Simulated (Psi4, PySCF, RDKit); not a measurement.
Torsional profile of SMILES Oc1cccc(O[SiH3])c1 (C₆H₈O₂Si), singlet. Scanned: dihedral C5–C6–O7–Si8; all other coordinates were relaxed at GFN2-xTB. Points at φ and −φ are mirror images.

Atom numbering (GFN2-xTB optimised geometry, Å):
```
17

O     -3.1661    -1.2296     0.0447
C     -2.0302    -0.4865    -0.0182
C     -2.1477     0.8839    -0.2320
C     -1.0082     1.6604    -0.2996
C      0.2480     1.0972    -0.1581
C      0.3682    -0.2695     0.0550
O      1.5594    -0.8829     0.2008
Si     3.1023    -0.3703     0.1996
C     -0.7749    -1.0595     0.1245
H     -2.9427    -2.1561     0.1955
H     -3.1303     1.3124    -0.3407
H     -1.0977     2.7233    -0.4653
H      1.1387     1.7035    -0.2107
H      3.7621    -1.6478     0.4148
H      3.3361     0.5920     1.2785
H      3.4491     0.2520    -1.0800
H     -0.6662    -2.1224     0.2910
```

- B3LYP/def2-SVP // GFN2-xTB (Psi4)
- RKS-BP86/6-31G* = restricted BP86/6-31G*, spherical d, density fitting // GFN2-xTB in PySCF
- UFF // GFN2-xTB (RDKit)
- B3LYP-D3(BJ)/def2-SVP // GFN2-xTB (Psi4)
- RKS-M06-2X/6-31G* = restricted M06-2X/6-31G*, spherical d, density fitting // GFN2-xTB (PySCF 2.14.0)
- PBE-D3(BJ)/def2-SVP // GFN2-xTB (Psi4)

Energies in kcal/mol, each method relative to its own lowest point.

| φ / ° | B3LYP/def2-SVP | RKS-BP86/6-31G* | UFF | B3LYP-D3(BJ)/def2-SVP | RKS-M06-2X/6-31G* | PBE-D3(BJ)/def2-SVP |
|---|---|---|---|---|---|---|
| -165 | 0.5 | 0.5 | 0.6 | 0.5 | 0.5 | 0.5 |
| -150 | 0.7 | 0.7 | 1.8 | 0.7 | 0.7 | 0.8 |
| -135 | 1.1 | 1.0 | 3.9 | 1.2 | 1.1 | 1.3 |
| -120 | 1.4 | 1.3 | 5.7 | 1.4 | 1.3 | 1.6 |
| -105 | 1.4 | 1.4 | 6.7 | 1.5 | 1.4 | 1.8 |
| -90 | 1.4 | 1.4 | 7.0 | 1.5 | 1.4 | 1.8 |
| -75 | 1.3 | 1.3 | 6.5 | 1.4 | 1.3 | 1.7 |
| -60 | 1.1 | 1.0 | 5.3 | 1.2 | 1.1 | 1.4 |
| -45 | 0.8 | 0.7 | 3.4 | 0.8 | 0.8 | 1.0 |
| -30 | 0.4 | 0.3 | 1.5 | 0.4 | 0.3 | 0.5 |
| -15 | 0.1 | 0.1 | 0.4 | 0.1 | 0.1 | 0.1 |
| 0 | 0.0 | 0.0 | 0.0 | 0.0 | 0.0 | 0.0 |
| 15 | 0.1 | 0.1 | 0.4 | 0.1 | 0.1 | 0.1 |
| 30 | 0.4 | 0.3 | 1.5 | 0.4 | 0.3 | 0.5 |
| 45 | 0.8 | 0.7 | 3.4 | 0.8 | 0.8 | 1.0 |
| 60 | 1.1 | 1.0 | 5.3 | 1.2 | 1.1 | 1.4 |
| 75 | 1.3 | 1.3 | 6.5 | 1.4 | 1.3 | 1.7 |
| 90 | 1.4 | 1.4 | 7.0 | 1.5 | 1.4 | 1.8 |
| 105 | 1.4 | 1.4 | 6.7 | 1.5 | 1.4 | 1.8 |
| 120 | 1.4 | 1.3 | 5.7 | 1.4 | 1.3 | 1.6 |
| 135 | 1.1 | 1.0 | 3.9 | 1.2 | 1.1 | 1.3 |
| 150 | 0.7 | 0.7 | 1.8 | 0.7 | 0.7 | 0.8 |
| 165 | 0.5 | 0.5 | 0.6 | 0.5 | 0.5 | 0.5 |
| 180 | 0.4 | 0.4 | 0.2 | 0.4 | 0.4 | 0.4 |

Root-mean-square difference from the PBE-D3(BJ)/def2-SVP profile, itself a level with limits, after the best constant shift (kcal/mol): B3LYP/def2-SVP 0.1, RKS-BP86/6-31G* 0.2, UFF 1.9, B3LYP-D3(BJ)/def2-SVP 0.1, RKS-M06-2X/6-31G* 0.2.
